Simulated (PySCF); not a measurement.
These are B3LYP-D3(BJ)/def2-TZVP // r2SCAN-D4/def2-SVP (PySCF 2.14.0) values and carry that method's errors. Isolated molecules, 0 K electronic values unless said otherwise. One relaxed conformer stands for a flexible species; it need not be the lowest. B3LYP has the VWN-RPA correlation part, as in Gaussian. 

Reference species: [Co(H2O)(NH3)5]3+ (lower singlet) (charge +3, multiplicity 1).

```yaml
mean_distance_from_the_central_atom_to_its_bonded_neighbours: 1.992 Å
HOMO: -21.87 eV
```

Changed species: [Co(H2O)6]3+ (near-degenerate singlet) (0 of 6 H2O replaced by NH3, multiplicity 1; the reference has 5 of 6 H2O replaced by NH3, multiplicity 1).

Give the shifts of the mean distance from the central atom to its bonded neighbours and HOMO.

the mean distance from the central atom to its bonded neighbours falls by 0.069 Å, to 1.923 Å; the HOMO falls by 1.81 eV, to -23.68 eV.
